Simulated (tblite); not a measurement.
Species: C₄H₁₁N₂Si (doublet state).
Z-matrix (Å and degrees, GFN2-xTB geometry), rows numbered from 1:
```
C 
C   1  1.3664
C   2  1.3944  1  127.45
C   3  1.4908  2  121.39  1   179.83
N   3  1.3697  2  121.73  1     0.55
Si  5  1.7277  3  130.35  2  -173.96
N   6  1.7242  5  101.23  3  -177.92
H   1  1.0769  2  123.07  3    -0.17
H   1  1.0736  2  120.73  3   179.69
H   2  1.0825  1  117.08  3  -179.82
H   4  1.0915  3  110.70  2  -112.72
H   4  1.0904  3  110.39  2   128.51
H   4  1.0866  3  110.68  2     7.69
H   5  1.0098  3  112.41  2    -3.32
H   6  1.4705  5  108.92  3   -54.52
H   6  1.4668  5  114.26  3    69.61
H   7  1.0057  6  117.21  5  -169.94
H   7  1.0080  6  118.43  5    55.65
```

Computed with GFN2-xTB (tblite): harmonic, unscaled wavenumbers at the GFN2-xTB geometry, gas phase. Errors from tens to a few hundred cm⁻¹ against measured bands are possible. Modes of hydrogen on silicon can be 10 to 20 % off. One conformer, not necessarily the lowest. Open shells enter through the occupations alone, without spin polarisation, and single modes of such species can be off by tens of per cent.

Harmonic wavenumbers (cm⁻¹): 58.9, 92.5, 125.6, 147.7, 182.1, 208.4, 242.9, 265.4, 357.9, 432.8, 487.4, 525.7, 528.6, 559.8, 572.8, 601.9, 705.6, 731.5, 770.0, 807.9, 844.8, 895.2, 915.7, 927.6, 1016.9, 1021.3, 1061.9, 1236.9, 1270.9, 1335.9, 1401.7, 1407.3, 1470.7, 1472.2, 1497.1, 1535.5, 1542.8, 2166.2, 2218.0, 2963.5, 2991.9, 3045.4, 3055.3, 3097.3, 3147.2, 3433.0, 3475.9, 3524.6.

A = 3649, B = 1234, C = 941.1 MHz; mass 115.069 u (most abundant isotopes); point group C1, symmetry number 1; spin multiplicity 2.

Task: What is the zero-point energy?

Result: ½Σν̃ = 31189 cm⁻¹ = 373.10 kJ/mol.

Task: Entropy at 500 K, 1 bar (ideal gas, RRHO, classical rotation)?

Result: Translation 178.79, rotation 126.61, vibration 207.36, spin (R ln 2) 5.76: S = 518.5 J/(mol K).

Task: And Cp and H(500 K) − H(0)?

Result: Cp = 235.38 J/(mol K), of which vibrations give 202.12 (their classical limit is 48 R = 399.1); H(500 K) − H(0) = 70.79 kJ/mol without the zero-point energy, 54.16 from vibrations.

Task: How do the functions run with temperature in this model?

Result: 
```tsv
T (K)	S (J/(mol K))	Cp (J/(mol K))	H − H(0) (kJ/mol)	G − H(0) (kJ/mol)	ln q(vib)
150	325.0	101.6	9.82	-38.94	2.61
250	387.4	146.3	22.23	-74.64	5.26
298.15	415.0	166.6	29.76	-93.96	6.55
400	469.4	204.7	48.73	-139.04	9.27
600	563.7	260.4	95.62	-242.61	14.48
900	680.2	313.7	182.37	-429.85	21.67
```

q(vib) and H(0) count from the zero-point level.

Task: Which modes carry the vibrational entropy at 500 K?

Result: 58.9 cm⁻¹: 23.08; 92.5 cm⁻¹: 19.34; 125.6 cm⁻¹: 16.82; 147.7 cm⁻¹: 15.49; 182.1 cm⁻¹: 13.78; 208.4 cm⁻¹: 12.69 J/(mol K); the other 42 give 106.15 together.

Task: What must be added to the electronic energy to get the Gibbs energy at 500 K and 1 bar?

Result: ZPE + [H(500 K) − H(0)] − T·S = 373.10 + 70.79 − 259.26 = 184.63 kJ/mol.

Task: Blend soft modes into free rotors: weight 1/[1 + (100 cm⁻¹/ν̃)⁴] for the oscillator and the rest for a rotor with moment μB/(μ + B), μ = h/(8π²ν), B = 10⁻⁴⁴ kg m². What vibrational entropy results?

Result: 196.59 J/(mol K) in place of 207.36, which changes −T·S at 500 K by +5.38 kJ/mol.

Hindered rotation and anharmonicity are outside this model. Other conformers, if any are populated, would add a mixing term that is left out. The structure is chiral; the term R ln 2 for an equal mix with its mirror image is left out.

On an Arm Neoverse V1 with one thread, no GPU (shared host), this took 0.63 s wall. The figure is for the frequency step alone.
